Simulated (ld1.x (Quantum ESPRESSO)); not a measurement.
# What one change does to a pseudopotential (germanium (Ge), ultrasoft)

```
Element                 : germanium
Generator               : ld1.x (Quantum ESPRESSO) 7.5
Type                    : ultrasoft
Functional              : BLYP
Relativity              : scalar-relativistic
Frozen core             : [Ne]
Valence charge          : 22
Reference configuration : 3s2 3p6 3d10 4s1.75 4p2.25
Partial waves           : 3s (bound): rcut 0.90, rcutus 1.05 bohr; 4s (bound): rcut 0.90, rcutus 1.05 bohr; 3p (bound): rcut 0.90, rcutus 0.95 bohr; 4p (bound): rcut 0.90, rcutus 0.95 bohr; 3d (bound): rcut 0.55, rcutus 0.65 bohr; 3d channel at -1.15 Ry: rcut 0.55, rcutus 0.65 bohr; 4f channel at -0.05 Ry: rc 1.05 bohr
Local potential         : the f channel
Core correction         : a·sin(br)/r model core, default radius (core density twice the valence density)
Augmentation charge     : PSQ, inside the norm-conserving radii
```

Change: core correction none.

Cutoffs: the cutoffs (Ry, on a coarse ladder) from which the occupation-weighted sum of valence levels, in a spherical-Bessel basis at the reference potential, stays within 10 and 1 mRy of its value at 400 Ry; they do not see the model core or the augmentation charge, which bear on the density cutoff. Errors are all-electron minus pseudo energies relative to the spin-unpolarised reference configuration.

Problem. What does the change do?

Solution. Of the 7 tests that both files solve, the error grows in 0 and shrinks in 2 by more than 15 % and 0.3 meV (median size 6.4 → 4.6 meV); neither file shows a bound ghost. The default core radius of the base comes out at 0.28 bohr.

```tsv
quantity	base	changed
cutoff, loose	over 300 Ry	over 300 Ry
cutoff, tight	over 300 Ry	over 300 Ry
bound ghosts	none	none
error for 3s2 3p6 3d10 4s2 4p2, meV [ΔE -1.98 eV]	+0.1	+0.1
error for 3s2 3p6 3d10 4s2 4p1, meV [ΔE 5.38 eV]	-1.1	-0.9
error for 3s2 3p6 3d10 4s2 4p0, meV [ΔE 20.84 eV]	-5.4	-4.2
error for 3s2 3p6 3d9 4s2 4p3, meV [ΔE 27.64 eV]	-44	-41
error for 3s2 3p6 3d10 4s0 4p4, meV [ΔE 14.36 eV]	-6.4	-4.6
error for 3s1 3p6 3d10 4s2 4p2, meV [ΔE 176.46 eV]	-140	-139
error for 3s2 3p6 3d10 4s0 4p0, meV [ΔE 102.45 eV]	-7.5	-6.9
s: phases at 1.15 bohr within 0.05 rad from the reference energy up to (Ry; the scan ends near 5)	to the end of the scan	to the end of the scan
p: phases at 1.15 bohr within 0.05 rad from the reference energy up to (Ry; the scan ends near 5)	to the end of the scan	to the end of the scan
d: phases at 1.15 bohr within 0.05 rad from the reference energy up to (Ry; the scan ends near 5)	to the end of the scan	to the end of the scan
f: phases at 1.15 bohr within 0.05 rad from the reference energy up to (Ry; the scan ends near 5)	to the end of the scan	to the end of the scan
lowest overlap eigenvalue by channel	s 0.12, p 0.15, d 0.97	s 0.12, p 0.15, d 0.97
```
